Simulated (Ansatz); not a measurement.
Z-matrix (Å, degrees):
```
C
Al 1 1.953
H 1 1.094 2 110.5
H 1 1.094 2 112.3 3 -119.9
H 1 1.094 2 111.5 3 118.7
Cl 2 2.140 1 116.4 3 -67.5
B 2 2.150 1 124.9 3 96.2
N 2 2.035 1 108.2 3 169.0
C 7 1.568 2 85.9 1 83.4
H 7 1.193 2 147.1 1 -127.3
H 8 1.019 2 142.5 1 65.9
H 9 1.094 7 134.1 2 -166.5
```

Charge 0, multiplicity 1. The bonds changed during the relaxation, so this is another structure than the one it started from.

Question: List the r2SCAN/def2-TZVPP orbital energies in eV (the Gaussian-basis code of Ansatz). (Best estimate.)

Answer: Ansatz gave: Occupied: -2752.01, -1516.50, -387.26, -275.35, -271.91, -253.42, -191.91, -191.84, -191.83, -180.77, -109.95, -70.23, -70.14, -70.06, -25.46, -19.91, -17.48, -17.21, -14.77, -12.92, -10.89, -10.06, -9.61, -9.54, -9.27, -8.45, -7.49, -7.37, -7.04, -5.88. Lowest empty: -3.97, -1.43, 0.40, 0.93, 1.39, 1.96, 2.40, 2.61.
